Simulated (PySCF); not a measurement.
Cost against size for one kind of job: GIAO PBE0/pcSseg-1 NMR shielding, non-relativistic, gas phase (PySCF 2.14.0, density-fitted response routines); work: shieldings, charges and field gradients. Hardware: AMD EPYC 9R45, one thread (shared host). Other jobs ran on the host; a repeat could differ by tens of per cent or more. Peak memory is the resident size of the whole Python process, interpreter and libraries included.

| species (SMILES) | atoms | electrons | basis functions | SCF cycles | wall time | peak memory |
| --- | --- | --- | --- | --- | --- | --- |
| C#CB(C#CC)SC | 15 | 64 | 178 | 15 | ? | ? |
| B[C@@H](C#CC#C)SC | 15 | 64 | 178 | 14 | 13 s | 0.81 GiB |
| C=C[P@](=C)(C)C[SiH3] | 20 | 72 | 198 | 14 | ? | ? |
| [SiH3]N([SiH3])[SiH2]C[Si@H]([SiH3])Cl | 22 | 114 | 248 | 13 | 33 s | 1.1 GiB |
| [SiH3]N([SiH3])C[SiH2][Si@H]([SiH3])Cl | 22 | 114 | 248 | 12 | 33 s | 1.2 GiB |
| [SiH3][SiH2]C[SiH2]N([SiH3])[SiH2]Cl | 22 | 114 | 248 | 13 | ? | ? |

Task: Estimate the withheld figures.

Result: `C#CB(C#CC)SC`: 11 s, 0.80 GiB; `C=C[P@](=C)(C)C[SiH3]`: 19 s, 0.89 GiB; `[SiH3][SiH2]C[SiH2]N([SiH3])[SiH2]Cl`: 33 s, 1.1 GiB.
